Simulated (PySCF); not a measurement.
Vibration and rotation of SnS

RHF-CCSD(T) constants of SnS, ¹Σ⁺ (singlet), closed shell (PySCF, scalar-relativistic core potentials, basis sets Sn def2-SVPD with ECP28, S def2-SVPD; masses 119.9022 and 31.9721 u):

```
ωe              : 459.3 cm⁻¹
ωexe            : 1.25 cm⁻¹
Be              : 0.13024 cm⁻¹
αe              : 0.000476 cm⁻¹
D (centrifugal) : 4.19e-08 cm⁻¹
De to Sn + S    : 4.52 eV
```

Give the vibrational terms G(v) and spacings up to v = 6.

G(v) = ωe(v+½) − ωexe(v+½)².

```
v  G(v) (cm⁻¹)  G(v) − G(v−1)  Bv (cm⁻¹)
0        229.3                    0.1300
1        686.1          456.8     0.1295
2       1140.4          454.3     0.1290
3       1592.2          451.8     0.1286
4       2041.5          449.3     0.1281
5       2488.3          446.8     0.1276
6       2932.6          444.3     0.1271
```

How well does the Morse estimate ωe²/(4ωexe) reproduce De, and what is D0?

It gives 5.23 eV, 116 % of the computed De. D0 = De − G(0) = 4.52 − 0.03 = 4.49 eV.

Measured values (Huber and Herzberg, Constants of Diatomic Molecules (1979)): ωe = 487.26 cm⁻¹, ωexe = 1.358 cm⁻¹, Be = 0.13686139 cm⁻¹, αe = 0.00050563 cm⁻¹.

Correlated steps freeze 9 core orbitals. Correlated levels converge slowly with the basis: in double zeta they bind strong bonds too weakly, by up to about 1 eV, and carry superposition errors of some tenths. Spin–orbit coupling is left out, which matters for elements this heavy, above all for dissociation energies. Where the molecule has an RHF reference, its open-shell atoms are computed with UHF. The CCSD T1 diagnostic is raised, a sign that a single reference may not be enough here.
